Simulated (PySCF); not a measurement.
**Where the electron goes**

Compound: C7H9N.
Z-matrix (Å and degrees, GFN2-xTB geometry), rows numbered from 1:
```
C 
C   1  1.3372
C   2  1.4492  1  118.56
C   3  1.3437  2  129.24  1   175.86
C   4  1.4032  3  128.17  2     0.80
N   5  1.1492  4  175.07  3   177.94
C   2  1.5027  1  120.61  3  -178.67
C   7  1.5301  2  110.96  1    98.33
H   1  1.0773  2  122.20  3     0.20
H   1  1.0764  2  121.53  3  -179.52
H   3  1.0841  2  114.19  1    -3.19
H   4  1.0844  3  119.32  2  -179.00
H   7  1.0902  2  110.31  1  -140.22
H   7  1.0917  2  109.02  1   -21.67
H   8  1.0872  7  110.93  2    62.31
H   8  1.0869  7  110.02  2  -178.03
H   8  1.0884  7  110.28  2   -58.06
```

The calculation used TDDFT wB97X-D/def2-SVPD, vertical, gas phase, core orbitals frozen in the response in PySCF.

Kohn–Sham orbitals with the atoms that hold most of them (Löwdin shares over 4%, at most four atoms; ? is withheld):

| orbital | ε (eV) | atoms |
| --- | --- | --- |
| HOMO-3 | -11.69 | C7 19%, C8 17%, C2 16%, H16 9% |
| HOMO-2 | -11.29 | N6 31%, C5 22%, C7 12%, C8 6% |
| HOMO-1 | -11.09 | ? |
| HOMO | -8.99 | ? |
| LUMO | ? | C3 21%, C1 19%, C4 19%, N6 11% |
| LUMO+1 | 2.01 | C4 15%, C3 13%, H12 12%, H11 11% |
| LUMO+2 | 2.41 | C2 18%, C1 12%, C3 10%, N6 8% |

(1) Give the leading atoms of the HOMO.

(2) Which atoms hold the HOMO-1, and with what shares?

(3) What is the LUMO energy, and the HOMO–LUMO gap?

Results:

(1) C1 (bonded to C and 2 H) 24%; C4 (bonded to 2 C and H) 18%; C2 (bonded to 3 C) 17%; C3 (bonded to 2 C and H) 12%.

(2) C3 (bonded to 2 C and H) 16%; N6 (bonded to C) 16%; C2 (bonded to 3 C) 14%; C5 (bonded to C and N) 11%. By element: carbon 42% or more, nitrogen 16%.

(3) ε(LUMO) = -0.40 eV; the gap is 8.59 eV (0.3157 hartree).

Question: The HOMO–LUMO gap is 8.59 eV. Where does the response calculation put the lowest singlet, and from which orbitals?

Answer: S1 is at 5.12 eV (f = 0.604), 3.47 eV below the gap, made of HOMO→LUMO (97%). Without the coupling terms of the response equations the lowest excitation would equal the gap.

Question: Give energy, strength and leading configuration of S1, S2 and S5, and follow the Löwdin shares of the leading atoms from the occupied to the empty orbital.

Answer: 
- S1 (5.12 eV, f 0.604), HOMO→LUMO (97%): C1 24% → 19%, C4 18% → 19%, C3 12% → 21%
- S2 (6.11 eV, f 0.0022), HOMO-2→LUMO (71%): N6 31% → 11%, C5 22% → at most 11%, C3 at most 6% → 21%, C1 at most 6% → 19%
- S5 (6.67 eV, f 0.012), HOMO-1→LUMO (72%): C3 16% → 21%, N6 16% → 11%, C1 at most 12% → 19%

Löwdin shares depend on the basis, the more so with diffuse functions.

On Arm Neoverse V2, one thread, on a shared host, this took 42 s wall.

One conformer stands for the species.
